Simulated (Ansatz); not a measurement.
The cluster Si₉H₁₅. Total charge 0; doublet. Geometry r2SCAN-D4/def2-SVP; atoms count from 1.

```xyz
24

Si   -1.336    1.259   -2.032
Si    0.662   -1.384   -2.220
Si   -2.718    1.494    1.543
Si    1.016    0.932   -1.806
Si    2.538   -1.770    2.362
Si    1.545    1.355    0.424
Si    0.767   -0.301    1.876
Si   -1.663   -1.086   -1.849
Si   -2.243    2.518   -0.307
H     3.076   -2.341    1.091
H     1.405   -2.368   -1.369
H     0.227    0.279    3.148
H    -3.178    0.077    1.535
H    -2.566   -1.694   -2.877
H     3.012    1.610    0.631
H    -1.775    3.932   -0.160
H     2.097   -2.894    3.246
H     1.928    1.674   -2.736
H    -1.738    1.780   -3.380
H     0.901   -1.713   -3.663
H     3.632   -1.020    3.051
H    -2.127   -1.504   -0.491
H    -0.337   -1.064    1.211
H    -3.125    2.231    2.772
```

Another isomer (doublet) lies 2.42 eV lower at PBE0-D4/def2-TZVP; other spin states weren't run for this one.

**Question.** Estimate the Mulliken populations from the PBE0/def2-TZVP orbitals of Ansatz.

**Answer.** 
```csv
atom,charge (e),spin (α − β)
Si1,0.00,0.01
Si2,0.00,0.04
Si3,-0.04,0.01
Si4,0.01,0.00
Si5,0.02,0.02
Si6,-0.02,0.88
Si7,-0.01,0.01
Si8,0.00,0.01
Si9,-0.05,0.00
H10,-0.01,0.00
H11,0.01,0.00
H12,0.00,0.01
H13,0.03,0.00
H14,0.00,0.00
H15,0.01,0.00
H16,0.02,0.00
H17,-0.01,0.01
H18,0.00,0.00
H19,0.00,0.00
H20,0.00,0.01
H21,-0.01,0.00
H22,0.01,0.00
H23,0.01,0.00
H24,0.02,0.00
```
Mulliken values depend strongly on the basis.

**Question.** Where does the spin sit?

**Answer.** Summed by element: Si 0.98, H 0.02, of 1 unpaired in all. Largest on single atoms: Si6 0.88, Si2 0.04, Si5 0.02.

**Question.** And the Mayer bond orders between heavy atoms (over 0.3)?

**Answer.** Si1–Si4 0.90 (2.38 Å); Si1–Si8 0.93 (2.37 Å); Si1–Si9 0.97 (2.32 Å); Si2–Si4 0.92 (2.38 Å); Si2–Si8 0.94 (2.37 Å); Si3–Si9 1.75 (2.17 Å); Si4–Si6 0.99 (2.33 Å); Si5–Si7 0.95 (2.35 Å); Si6–Si7 0.98 (2.34 Å).
